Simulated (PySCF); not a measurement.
silole (C4H6Si), SMILES C1[SiH2]C=CC=1.

Geometry optimised at r2SCAN-D4/def2-SVP.

Computed with PySCF with PBE/def2-TZVP.

Computed frontier levels, gap, dipole moment and polarisability:
```json
{
  "highest_occupied_level": "-5.81 eV",
  "lowest_empty_level": "-2.53 eV",
  "orbital_gap": "3.28 eV",
  "dipole_moment": "0.66 D",
  "quadrupole, principal values (traceless, Buckingham form, about the centre of nuclear charge)": "-5.44, 2.16, 3.28 D·Å",
  "mean_static_polarisability": "70.8 bohr³ (10.49 Å³)",
  "polarisability_principal_values": "49.2, 74.8, 88.4 bohr³"
}
```
